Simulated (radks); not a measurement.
Spherical quantum dot in the effective-mass picture: electrons in a hard-walled sphere of radius 3.84, all in effective atomic units (hartree* = m*/eps^2 hartree, bohr* = eps/m* bohr), one dielectric constant everywhere. Calculated with a radial shooting solver with Libxc functionals: non-relativistic Kohn-Sham, exchange-only LDA, spin-polarised, spherical densities. Levels are named by radial order and angular momentum (1s, 1p, 1d, 2s, ...), and open shells are averaged over m. Results are scaled to m* = 0.028 and eps = 9.2, for which hartree* = 9.002 meV and bohr* = 17.39 nm.

N = 17, configuration 1s2 1p6 1d(up 5, down 4). This is the lowest configuration that the search found. Occupied and some empty levels:

level,occupation,eigenvalue (meV),<r> (nm)
1s up,1,54.362,43.77
1s down,1,54.514,43.70
1p up,3,56.073,45.89
1p down,3,56.233,45.87
1d up,5,58.945,47.60
1d down,4,59.110,47.59
1f up,0,62.823,48.99
1f down,0,62.990,48.99
2s up,0,64.790,30.14
2s down,0,64.866,30.13
2p up,0,70.186,35.03
2p down,0,70.286,35.01

Energy (meV): total 548.347, kinetic 154.67, external 0, Hartree 446.08, exchange-correlation -52.407.
